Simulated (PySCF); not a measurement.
C3H7S, doublet, geometry from GFN2-xTB; MP2/STO-3G run with PySCF.

Here is a job for PySCF.
```python
from pyscf import gto, scf, mp

mol = gto.Mole()
mol.atom = '''
    C     1.333431   -1.051811    0.067840
    C     0.026105   -0.359441    0.208596
    C    -1.237205   -1.134688    0.089299
    S     0.011941    1.340825   -0.167962
    H     1.460684   -1.490001   -0.929288
    H     1.405139   -1.865983    0.790537
    H     2.153436   -0.357223    0.237283
    H    -2.077281   -0.592706    0.525101
    H    -1.489774   -1.349897   -0.956398
    H    -1.131328   -2.088510    0.604595
    H    -1.245913    1.566753    0.221157
'''
mol.basis = 'sto-3g'
mol.charge = 0
mol.spin = 1
mol.verbose = 4
mol.build()

mf = scf.UHF(mol)
mf.kernel()

pt = mp.MP2(mf)
pt.kernel()
print('E(MP2) = %.10f' % pt.e_tot)
```

### Question
What does PySCF print? Leave out banner, timings and long lists.

### Answer

```
PySCF version 2.14.0

[INPUT] verbose = 4
[INPUT] num. atoms = 11
[INPUT] num. electrons = 41
[INPUT] charge = 0
[INPUT] spin (= nelec alpha-beta = 2S) = 1
[INPUT] symmetry False subgroup None
[INPUT] Mole.unit = angstrom
[INPUT] Symbol           X                Y                Z      unit          X                Y                Z       unit  Magmom
[INPUT]  1 C      1.333431000000  -1.051811000000   0.067840000000 AA    2.519819396005  -1.987634724805   0.128199020290 Bohr   0.0
[INPUT]  2 C      0.026105000000  -0.359441000000   0.208596000000 AA    0.049331300482  -0.679245047940   0.394189310680 Bohr   0.0
[INPUT]  3 C     -1.237205000000  -1.134688000000   0.089299000000 AA   -2.337978609943  -2.144249556830   0.168750653198 Bohr   0.0
[INPUT]  4 S      0.011941000000   1.340825000000  -0.167962000000 AA    0.022565219653   2.533792030970  -0.317402179334 Bohr   0.0
[INPUT]  5 H      1.460684000000  -1.490001000000  -0.929288000000 AA    2.760292714534  -2.815693815328  -1.756099810845 Bohr   0.0
[INPUT]  6 H      1.405139000000  -1.865983000000   0.790537000000 AA    2.655327876945  -3.526196823094   1.493898421335 Bohr   0.0
[INPUT]  7 H      2.153436000000  -0.357223000000   0.237283000000 AA    4.069404266779  -0.675053635396   0.448399884015 Bohr   0.0
[INPUT]  8 H     -2.077281000000  -0.592706000000   0.525101000000 AA   -3.925492173763  -1.120052012386   0.992297077735 Bohr   0.0
[INPUT]  9 H     -1.489774000000  -1.349897000000  -0.956398000000 AA   -2.815264847498  -2.550935626372  -1.807330286082 Bohr   0.0
[INPUT] 10 H     -1.131328000000  -2.088510000000   0.604595000000 AA   -2.137900077052  -3.946711908415   1.142518966281 Bohr   0.0
[INPUT] 11 H     -1.245913000000   1.566753000000   0.221157000000 AA   -2.354434345035   2.960734074841   0.417926160530 Bohr   0.0

nuclear repulsion = 161.278920664254
number of shells = 21
number of NR pGTOs = 93
number of NR cGTOs = 31
basis = sto-3g
ecp = {}

******** <class 'pyscf.scf.uhf.UHF'> ********
method = UHF
initial guess = minao
damping factor = 0
level_shift factor = 0
DIIS = <class 'pyscf.scf.diis.CDIIS'>
diis_start_cycle = 1
diis_space = 8
diis_damp = 0
SCF conv_tol = 1e-09
SCF conv_tol_grad = None
SCF max_cycles = 50
direct_scf = True
direct_scf_tol = 1e-13
number electrons alpha = 21  beta = 20
Set gradient conv threshold to 3.16228e-05
init E= -509.720812738743

cycle= 1 E= -509.379105824209  delta_E= 0.342  |g|= 0.198  |ddm|= 2.81
cycle= 2 E= -509.420853163994  delta_E= -0.0417  |g|= 0.0575  |ddm|= 0.388
cycle= 3 E= -509.425983168519  delta_E= -0.00513  |g|= 0.0244  |ddm|= 0.137
cycle= 4 E= -509.427132242356  delta_E= -0.00115  |g|= 0.0114  |ddm|= 0.0681
cycle= 5 E= -509.427453610227  delta_E= -0.000321  |g|= 0.00451  |ddm|= 0.0434
cycle= 6 E= -509.427502456663  delta_E= -4.88e-05  |g|= 0.00155  |ddm|= 0.0206
cycle= 7 E= -509.42750834923  delta_E= -5.89e-06  |g|= 0.000496  |ddm|= 0.00655
cycle= 8 E= -509.427508935644  delta_E= -5.86e-07  |g|= 0.000155  |ddm|= 0.00218
cycle= 9 E= -509.427508981331  delta_E= -4.57e-08  |g|= 5.65e-05  |ddm|= 0.000563
cycle= 10 E= -509.427508988408  delta_E= -7.08e-09  |g|= 2.07e-05  |ddm|= 0.000207
cycle= 11 E= -509.427508989529  delta_E= -1.12e-09  |g|= 6.11e-06  |ddm|= 9.8e-05
cycle= 12 E= -509.427508989625  delta_E= -9.56e-11  |g|= 2.1e-06  |ddm|= 2.86e-05
Extra cycle  E= -509.42750898963  delta_E= -5.12e-12  |g|= 1.3e-06  |ddm|= 4.74e-06
converged SCF energy = -509.42750898963  <S^2> = 0.7651271  2S+1 = 2.0150703

******** <class 'pyscf.mp.ump2.UMP2'> ********
nocc = (np.int64(21), np.int64(20)), nmo = (31, 31)
E(UMP2) = -509.593494906337  E_corr = -0.165985916706669
E(SCS-UMP2) = -509.611029904828  E_corr = -0.183520915198214
E_corr(same-spin) = -0.0180717517497553
E_corr(oppo-spin) = -0.147914164956913
E(MP2) = -509.5934949063
```
